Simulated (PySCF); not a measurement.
## [La(NH3)3]3+: from a saddle point downhill

PySCF 2.14.0, RKS PBE0, La def2-SVP with ECP46, N def2-SVP, H def2-SVP; non-relativistic Hamiltonian with scalar-relativistic core potentials where named; density fitting; no spin-orbit coupling. Relaxed within the symmetry of its start, the geometry (C3h) is

```xyz
13

La    0.0000    0.0000    0.0000
N     2.5645    0.0012    0.0000
H     3.0105   -0.4675    0.8082
H     3.0105   -0.4675   -0.8082
H     3.0116    0.9343    0.0000
N    -1.2833    2.2203    0.0000
H    -1.1004    2.8409    0.8082
H    -1.1004    2.8409   -0.8082
H    -2.3150    2.1410    0.0000
N    -1.2812   -2.2215    0.0000
H    -1.9101   -2.3734    0.8082
H    -1.9101   -2.3734   -0.8082
H    -0.6967   -3.0753    0.0000
```

and its lowest harmonic modes are -50, -48, -48, -41, 86, 86 cm⁻¹ (negative: unstable). It was moved along the lowest mode and relaxed again, within the group C3 that the move left.

(1) Where does it end, and how much lower?

(2) How do the contacts change?

(3) Is the end a minimum?

State: singlet.

Answers

(1) In C3, 0.034 eV lower, after 18 steps:
```xyz
13

La    0.0000    0.0000   -0.7629
N     2.4447   -0.0007   -0.0078
H     2.6893   -0.6533    0.7572
H     3.1231   -0.2527   -0.7487
H     2.8080    0.9052    0.3363
N    -1.2217    2.1175   -0.0078
H    -0.7789    2.6556    0.7572
H    -1.3426    2.8310   -0.7487
H    -2.1879    1.9792    0.3363
N    -1.2230   -2.1168   -0.0078
H    -1.9104   -2.0023    0.7572
H    -1.7804   -2.5783   -0.7487
H    -0.6200   -2.8844    0.3363
```

(2) 
```csv
contact,saddle (Å),end (Å)
La1–N2 (NH3),2.564,2.559
La1–N6 (NH3),2.564,2.559
La1–N10 (NH3),2.564,2.559
```


(3) Yes, as far as the noise of the softest modes lets one tell (those above −25 cm⁻¹ count as noise); lowest modes -10, -9, -9, 49, 73, 73 cm⁻¹.
